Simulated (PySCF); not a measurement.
NMR data simulated for an unnamed compound:

$^{1}$H NMR (400 MHz, computed): δ 3.78 (d, 3H), 2.60 (m, 1H), 1.86 (m, 1H), 1.74 (m, 1H), 1.52 (m, 1H).

$^{13}$C{$^{1}$H} NMR (computed): δ 124.0 (C), 39.9 (CH2), 37.2 (CH), 19.6 (CH), -6.1 (C).

- shieldings: GIAO PBE0/pcSseg-1
- geometry: GFN2-xTB
- program: PySCF 2.14
- relativity neglected, rapidly exchanging positions averaged, one conformer, gas phase

Shifts are taken against calculated references (same method and geometry level): $^{1}$H and $^{13}$C against TMS.

Problem. Which of these does the molecule contain: an NH or NH2 group, a nitrile, a methoxy group, a Si–H bond, a three-membered ring, an amide?

Solution. 
- An NH or NH2 group: no.
- A nitrile: yes (δC 124.0).
- A methoxy group: no.
- A Si–H bond: yes (δH 3.78 (d)).
- A three-membered ring: yes.
- An amide: no.

The data belong to SMILES N#C[C@@]12C[C@@H]1[C@@H]2[SiH3], C5H7NSi; they needn't prove each group on their own.

Carbon signals by region: 1 in the sp2 and nitrile region (100–160 ppm), 4 below 50 ppm.

Shifts are as computed. Against solution values, carbons near 30 ppm lie about +3 ppm off and those near 130 ppm about +5 ppm. Of 1309 compounds with measured shifts, 239 miss one by over three times the rms of a fit or turn the order of signals round; such compounds aren't used in these exercises. Multiplicities follow the n + 1 count of equivalent neighbours, as no J values were calculated; m marks all less simple cases, F and P coupling included.
